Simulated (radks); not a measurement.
Species: N2-. Configuration: [He] 2s2 2p5.

Calculated with a radial shooting solver on a logarithmic mesh with Libxc functionals: non-relativistic Kohn-Sham, LDA (Slater exchange, Perdew-Wang correlation), spin-polarised, spherical densities, point nucleus; open shells are filled with parallel spins first; Watson sphere of charge +1.64 and radius 2.82 bohr.

Energy parts (eV; the electron-nucleus part includes the sphere):
part                     energy
total                 -1603.380
kinetic                1469.854
electron-nucleus      -3766.281
Hartree                 876.103
exchange-correlation   -183.055

Orbitals (lengths in bohr, moments of r in powers of bohr):
orbital,occ.,eigenvalue (eV),<r^2>,<1/r>
1s up,1,-373.6187,0.07254,6.590
1s down,1,-373.1314,0.07234,6.595
2s up,1,-13.3733,2.541,1.032
2s down,1,-12.2466,2.658,1.013
2p up,3,-2.9257,5.057,0.7847
2p down,2,-2.0351,6.219,0.7313

The highest occupied level is 2p down at -2.035 eV. Spin moment in Bohr magnetons: 1. The spin density at the nucleus is 0.0202 e/bohr^3 (1s -0.1527, 2s 0.1729), a Fermi contact field of 1.06 T. The electron density at the nucleus is 202.6 e/bohr^3.
